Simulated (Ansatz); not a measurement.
A nudged elastic band was laid between two geometries of CH7AlN2 + ClH (13 atoms, charge 0, multiplicity 1).

These are results of Ansatz 0.2.0, RKS B3LYP-D4/def2-SVP, not measurements.

```json
{"movable images": "9", "climbing image": "yes", "spring": "5.0 eV/Å²", "optimiser": "quadratic models (default)", "start path": "through a guess of the saddle point", "force threshold": "0.5 eV/Å", "iteration limit": "48", "end points": "relaxed"}
```

Initial state:

```xyz
13
Properties=species:S:1:pos:R:3
Al -0.468 -0.252 -0.147
C 0.091 1.627 -0.009
N -1.325 -1.031 1.205
N -0.343 -1.108 -1.704
H 2.524 0.673 0.801
Cl 2.629 -0.611 0.896
H -0.733 2.306 -0.291
H 0.935 1.867 -0.680
H 0.384 1.904 1.019
H -1.696 -1.976 1.213
H -1.461 -0.608 2.117
H -0.647 -2.059 -1.890
H 0.110 -0.732 -2.531
```

Final state:

```xyz
13
Properties=species:S:1:pos:R:3
Al 0.114 -1.256 0.090
C 0.571 1.995 0.083
N -1.128 -1.169 1.344
N -0.237 -1.277 -1.643
H 1.608 1.811 0.397
Cl 2.136 -1.395 0.697
H 0.388 1.494 -0.880
H 0.398 3.076 -0.028
H -0.117 1.590 0.840
H -2.131 -1.130 1.194
H -0.923 -1.166 2.338
H -1.157 -1.232 -2.069
H 0.478 -1.340 -2.361
```

(1) What changes between the two ends?

(2) What energy profile does the band end with?

(3) What is the geometry of the highest image?

Results:

(1) Bonds broken: Al1–C2, H5–Cl6. Bonds formed: Al1–Cl6, C2–H5. CH7AlN2 + ClH becomes AlClH4N2 + CH4.

(2) The run converged. The highest image is number 3 of 0 to 10, 8.5 kcal/mol above the first end and 50.4 kcal/mol above the last; the last end lies 41.9 kcal/mol below the first. The threshold of 0.5 eV/Å is loose, so the images may lie well off the minimum-energy path. The order of the stationary point at the top wasn't checked. The orbitals stay closed-shell, which can raise the energy where a bond breaks towards radicals; this wasn't checked here.

| image | path coordinate (Å) | energy (kcal/mol) | Al1–C2 (Å) | H5–Cl6 (Å) | Al1–Cl6 (Å) |
| --- | --- | --- | --- | --- | --- |
| 0 | 0.00 | 0.0 | 1.97 | 1.29 | 3.29 |
| 1 | 0.58 | 0.7 | 1.97 | 1.29 | 3.24 |
| 2 | 1.16 | 3.5 | 1.97 | 1.31 | 3.03 |
| 3 | 1.75 | 8.5 | 2.02 | 1.39 | 2.66 |
| 4 | 2.33 | -7.7 | 2.20 | 1.83 | 2.37 |
| 5 | 2.91 | -30.7 | 2.53 | 2.26 | 2.18 |
| 6 | 3.50 | -37.7 | 2.87 | 2.54 | 2.14 |
| 7 | 4.08 | -40.5 | 3.16 | 2.81 | 2.12 |
| 8 | 4.66 | -41.4 | 3.27 | 2.96 | 2.12 |
| 9 | 5.25 | -41.8 | 3.28 | 3.08 | 2.12 |
| 10 | 5.83 | -41.9 | 3.28 | 3.26 | 2.12 |

(3) 
```xyz
13
Properties=species:S:1:pos:R:3
Al -0.174 -0.376 -0.054
C 0.270 1.589 0.094
N -1.188 -0.950 1.288
N -0.210 -1.054 -1.699
H 1.596 0.502 0.433
Cl 2.377 -0.628 0.658
H -0.653 1.821 -0.483
H 1.074 2.129 -0.436
H 0.144 2.050 1.089
H -1.788 -1.769 1.266
H -1.093 -0.624 2.245
H -0.932 -1.670 -2.060
H 0.577 -1.020 -2.341
```

Time of the run: 2.1 min on 2 threads of AMD EPYC 9R14 (Zen 4), with other jobs on the host, peak memory 0.3 GiB.
